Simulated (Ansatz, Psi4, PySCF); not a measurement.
Cl2Sr (SMILES [Cl][Sr][Cl]), singlet, at a GFN2-xTB geometry (such geometries of metal compounds can be far from the true shape) (core potentials on Sr). Base run: B3LYP/def2-TZVP in PySCF.

Here is a job for PySCF.
```python
from pyscf import gto, scf, dft

mol = gto.Mole()
mol.atom = '''
    Sr    0.29122395   -0.61094818    0.12088586
    Cl    1.08031446    1.07365832   -1.54654975
    Cl   -1.73128564    0.29199055    1.27633429
'''
mol.basis = 'def2-tzvp'
mol.ecp = {'Sr': 'def2-tzvp'}
mol.verbose = 4
mol.build()

mf = dft.RKS(mol)
mf.xc = 'b3lyp'
mf.kernel()
```

The same geometry, method and basis name were run in Ansatz (a quantum-chemistry and plane-wave program) and Psi4 and PySCF, at each program's defaults and at the settings that a row names. The base is PySCF at its defaults. Differences at the defaults can come from grids, fitting, cores and function types together.

| code and settings | ΔE vs base (mEh) | basis functions | E (Eh) | SCF cycles | dipole (D) |
|---|---|---|---|---|---|
| PySCF, defaults (exact integrals, its default grid, spherical functions) | 0.000 | 107 | -951.35037 | 9 | 8.42 |
| Psi4, defaults (density fitting with its default set, its default grid, spherical functions) | ___ | 107 | ___ | 8 | 8.42 |
| Ansatz, defaults (factorised integrals, its default grid, spherical functions) | 0.010 | 107 | -951.35036 | - | - |
| PySCF, density fitting with def2-universal-jkfit | -0.029 | 107 | -951.35040 | 9 | 8.42 |
| PySCF, fine grid | -0.006 | 107 | -951.35038 | 9 | 8.42 |
| Psi4, exact integrals, spherical functions, fine grid | -0.010 | 107 | -951.35038 | 11 | 8.42 |
| Ansatz, high accuracy | -0.008 | 107 | -951.35038 | - | - |

Problem. What belongs in the gaps?

Solution. 
- Psi4, defaults (density fitting with its default set, its default grid, spherical functions), ΔE vs base (mEh): -0.096
- Psi4, defaults (density fitting with its default set, its default grid, spherical functions), E (Eh): -951.35047
